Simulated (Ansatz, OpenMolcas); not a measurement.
**From OpenMolcas to Ansatz**

This OpenMolcas 26.06 job computes singlet GeCNClF+:

run.inp:
```
&GATEWAY
  BasLib=$CurrDir
  BasisSet
  N.cc-pVDZ....
  N1 1.169800 -1.332900 1.557000 angstrom
  End of Basis
  BasisSet
  C.cc-pVDZ....
  C2 0.647700 -0.755000 0.707300 angstrom
  End of Basis
  BasisSet
  Ge.cc-pVDZ....
  Ge3 -0.063200 0.127200 -0.853400 angstrom
  End of Basis
  BasisSet
  F.cc-pVDZ....
  F4 -1.722100 -0.343000 -0.913400 angstrom
  End of Basis
  BasisSet
  Cl.cc-pVDZ....
  Cl5 0.017500 2.230100 -0.539000 angstrom
  End of Basis

&SEWARD
  GridInput
  Grid=UltraFine
  End of Grid

&SCF
  Charge=1
  KSDFT=HYB_GGA_XC_BHANDHLYP
  Thresholds=1e-10 1e-07 1e-07 1e-05
  PrOrbitals=1 1
```

```bash
$ export MOLCAS_MEM=1860
$ pymolcas run.inp > run.log
```

(Basis files named in the input come from the Basis Set Exchange and aren't shown.)

The coordinates come from a PBE0-D4/def2-TZVP relaxation. That shape belongs to the parent species and isn't relaxed for this state.

It gives a total energy of -2729.406184 Eh.

Question: Translate the job to Ansatz 0.2.0 as an input file of the program's own.

Answer: For example:

molecule.yaml:
```yaml
crystal:
  periodic: [false, false, false]
  atoms:
    - {symbol: N, position_ang: [1.169800, -1.332900, 1.557000]}
    - {symbol: C, position_ang: [0.647700, -0.755000, 0.707300]}
    - {symbol: Ge, position_ang: [-0.063200, 0.127200, -0.853400]}
    - {symbol: F, position_ang: [-1.722100, -0.343000, -0.913400]}
    - {symbol: Cl, position_ang: [0.017500, 2.230100, -0.539000]}
basis:
  gaussian: {orbitals: cc-pVDZ}
total_charge: 1
hamiltonian: {xc: {name: BHLYP}}
accuracy: high
output: {orbitals: {seedname: orbitals}}
```

```bash
$ ansatz run molecule.yaml --threads 1 --pin off --max-ram 3480MiB --events-out events.jsonl --progress --plain --runs-dir runs
```

Its energy is -2729.406184 Eh, the same as the first but for the last digit, at most.
